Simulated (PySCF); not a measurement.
H3OSi, SMILES [O][SiH3], multiplicity 2.

The structure is a stationary point at B3LYP-D3(BJ)/def2-TZVP. The isomer is the one that the SMILES or the coordinates give; other isomers of the formula were not compared.

Calculation: B3LYP-D3(BJ)/def2-TZVP run with PySCF.

Frequencies are harmonic and unscaled.

| mode | ν (cm⁻¹) | IR (km/mol) | moving atoms (share of kinetic energy) |
|---|---|---|---|
| 1 | 525 | 6.8 | H 84 %, Si 9 % |
| 2 | 543 | 44.4 | H 80 %, O 10 %, Si 10 % |
| 3 | 834 | 14.8 | O 62 %, Si 30 %, H 8 % |
| 4 | 889 | 50.4 | H 96 % |
| 5 | 902 | 61.5 | H 94 % |
| 6 | 997 | 116.1 | H 92 % |
| 7 | 2162 | 30.8 | H 97 % |
| 8 | 2226 | 56.6 | H 98 % |
| 9 | 2227 | 97.5 | H 96 % |
